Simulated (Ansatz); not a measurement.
Relaxation of C₂H₅BO (9 atoms, charge 0, multiplicity 1), to a largest force component of 0.02 eV/Å in at most 50 steps.

Method: Ansatz, UKS r2SCANh/def2-SVP.

```xyz
9
Properties=species:S:1:pos:R:3
C -0.935 0.568 -0.820
C -0.095 -0.532 -0.216
B 0.978 -0.403 0.661
O 2.002 -0.312 1.465
H -0.848 0.570 -1.908
H -1.988 0.425 -0.572
H 0.328 0.539 0.904
H -0.374 -1.515 -0.573
H 1.885 -0.344 2.415
```

Where does it end, and by what steps?

The forces met the threshold. After 15 steps the energy has fallen by 5.879 eV; H5 moved furthest, 1.26 Å.

| step | energy less start (eV) | largest force component (eV/Å) | accepted |
| --- | --- | --- | --- |
| 0 | 0.0000 | 3.467 | yes |
| 1 | -1.3725 | 3.136 | yes |
| 2 | -2.3398 | 2.646 | yes |
| 3 | -3.1015 | 1.786 | yes |
| 4 | -3.5355 | 1.522 | yes |
| 5 | -3.9744 | 1.229 | yes |
| 6 | -4.5433 | 1.270 | yes |
| 7 | -4.9471 | 2.539 | yes |
| 8 | -5.3137 | 1.468 | yes |
| 9 | -5.5506 | 1.312 | yes |
| 10 | -5.7398 | 0.975 | yes |
| 11 | -5.8275 | 0.581 | yes |
| 12 | -5.8703 | 0.212 | yes |
| 13 | -5.8772 | 0.153 | yes |
| 14 | -5.8786 | 0.022 | yes |
| 15 | -5.8786 | 0.010 | yes |

```xyz
9
Properties=species:S:1:pos:R:3
C -1.065 0.191 -0.928
C -0.271 -0.594 -0.183
B 0.789 0.005 0.777
O 1.570 -0.834 1.499
H -0.985 1.282 -0.876
H -1.817 -0.207 -1.617
H 0.920 1.209 0.884
H -0.385 -1.682 -0.264
H 2.197 -0.375 2.064
```

Whether the end is a true minimum wasn't checked by a vibrational analysis.

The run took 66 s on 2 threads of Intel(R) Xeon(R) Platinum 8259CL CPU @ 2.50GHz (Skylake/Cascade Lake), on a shared host, peak memory 0.28 GiB.
